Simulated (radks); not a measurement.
Values are calculated unless marked as measured or tabulated.
Lu4+, configuration [Kr] 4d10 4f13 5s1.75 5p6 5d0.25 (fractional occupations, a model configuration). Level of theory: Dirac Kohn-Sham, XLYP, spin-unpolarised, spherical densities, finite nucleus; open shells are shared between the two j in proportion to 2j + 1; Fermi nuclear charge, rms radius 5.37 fm (a radial shooting solver on a logarithmic mesh with Libxc functionals).

Spin-orbit splittings of the eigenvalues, e(l+1/2) - e(l-1/2), with zeta = 2 splitting/(2l+1) and mean radii in bohr:

shell  occ.  splitting (eV)  zeta (eV)  <r> j=l-1/2  <r> j=l+1/2
2p        6            1118      745.3      0.06740      0.07501
3p        6           238.4      158.9       0.2020       0.2162
3d       10           52.05      20.82       0.1898       0.1942
4p        6           54.44      36.30       0.4843       0.5168
4d       10           9.972      3.989       0.5391       0.5504
4f       13           1.616     0.4616       0.6758       0.6867
5p        6           7.776      5.184        1.257        1.350
5d     0.25          0.7816     0.3126        1.814        1.852
